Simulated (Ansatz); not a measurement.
C2H2NSi+: structure from calculated spectroscopic constants

These gas-phase data were calculated for one isomer of C2H2NSi+ at PBE0-D3(BJ)/pcseg-1 (harmonic, unscaled wavenumbers; equilibrium rotational constants with average atomic masses):

- rotational constants: 46.68, 2.901, 2.731 GHz
- all wavenumbers above 1500 cm⁻¹: 3754, 3104, 2346

Candidates:

(1) `[NH2+]=C=C=[Si]`, a singlet
(2) `[NH+]#CC=[Si]`, a singlet
(3) `C=C=[N+]=[Si]`, a singlet

Problem. Which structure fits?

Solution. Candidate (2). The band at 3104 cm⁻¹ lies where the C–H stretch is expected; (1) has no mode between 2750 and 3290 cm⁻¹. 1 mode lies between 2750 and 3290 cm⁻¹, one for each C–H bond, while (3) has 2.

The same quantities for all candidates:

|  | rotational constants (GHz) | wavenumbers above 1500 cm⁻¹ | E above the lowest, PBE0-D3(BJ)/pcseg-1 (kcal/mol) |
| --- | --- | --- | --- |
| (1) | 329, 2.395, 2.377 | 3617, 3504, 2224, 1587 | 15.4 |
| (2) | 46.68, 2.901, 2.731 | 3754, 3104, 2346 | 13.6 |
| (3) | 280.7, 2.673, 2.648 | 3257, 3158, 2106 | 0.0 |

Each candidate is one conformer. Programs: Ansatz 0.2.0.
